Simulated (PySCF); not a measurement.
# One molecule, several mistakes: FHSi

Calculated results; nothing here was measured. The program is PySCF 2.14.0, an open-source quantum chemistry code, run on an isolated molecule that a program drew, which may never have been made. The molecule is FHSi (charge 0, singlet), drawn as the SMILES string `F[SiH]`.

Each row is a Hartree-Fock (HF) and frozen-core CCSD(T) single point in the cc-pV(D+d)Z basis, meant for a local HF minimum. Run 1 is clean. Each other run has one planted mistake out of seven kinds, and not every kind appears here: one electron removed, one electron added, multiplicity raised by two, geometry at a saddle point, minimal basis STO-3G, one bond length entered in bohr, all coordinates scaled. The reference is restricted for singlets and unrestricted otherwise, and also for a bond in bohr. Adding or removing an electron swaps singlet and doublet. Electrons count all cores. HOMO and LUMO are orbital energies over both spins, the gradient is its largest component, and the lowest frequency (negative if imaginary) is given only where the gradient is small. Bond lengths are over the 2 bonds as drawn. T1 is the CCSD diagnostic: over 0.02 (restricted) or 0.045 (unrestricted) a single reference is doubtful.

Geometry of the clean run:
```xyz
3
FHSi, angstrom
F    -0.4240   -0.8813    1.3424
Si    0.9798   -0.2101    1.8199
H     1.4870   -1.4008    2.6208
```

| run | electrons | basis functions | <S^2> | HOMO (eV) | LUMO (eV) | gradient (hartree/bohr) | lowest frequency (cm^-1) | mean bond (Å) | longest bond (Å) | T1 | HF (hartree) | CCSD(T) (hartree) | mistake |
|---|---|---|---|---|---|---|---|---|---|---|---|---|---|
| 1 | 24 | 42 | 0.000 | -9.56 | 0.67 | 1.0e-06 | 861 | 1.5748 | 1.628 | 0.0165 | -388.95472 | -389.25195 | no fault |
| 2 | 23 | 42 | 0.773 | -19.76 | -8.12 | 4.8e-02 | - | 1.5748 | 1.628 | 0.0257 | -388.63097 | -388.90315 | one electron removed |
| 3 | 25 | 42 | 0.773 | -0.44 | 8.75 | 4.1e-02 | - | 1.5748 | 1.628 | 0.0152 | -388.94990 | -389.24584 | one electron added |
| 4 | 24 | 42 | 0.000 | -9.34 | 0.89 | 5.3e-02 | - | 1.4976 | 1.548 | 0.0150 | -388.94853 | -389.24330 | all coordinates scaled |
| 5 | 24 | 15 | 0.000 | -6.30 | 6.30 | 1.7e-02 | - | 1.5748 | 1.628 | 0.0235 | -384.16885 | -384.24350 | ? |
| 6 | 24 | 42 | 2.006 | -8.26 | -0.16 | 3.1e-02 | - | 1.5748 | 1.628 | 0.0210 | -388.91107 | -389.18367 | ? |

**Which mistake was planted in run 5, and what did it cost?**

It has 15 basis functions where the clean run has 42, with the same electrons and geometry. So the mistake is: minimal basis STO-3G. Subtracting run 1 and multiplying by 627.51 kcal/mol a hartree, the energy moved by 3003.2 kcal/mol in HF and 3142.8 kcal/mol in CCSD(T).

**Which mistake was planted in run 6, and what did it cost?**

Electrons, basis and geometry are unchanged, and <S^2> is 2.006, beside S(S+1) = 2.00 for a multiplicity of 3. So the mistake is: multiplicity raised by two. Subtracting run 1 and multiplying by 627.51 kcal/mol a hartree, the energy moved by 27.4 kcal/mol in HF and 42.8 kcal/mol in CCSD(T).

Cautions from the logs. Run 3: the added electron raises the CCSD(T) energy, so it isn't bound in this basis; run 5: T1 is over the limit, so its CCSD(T) energy is less reliable.
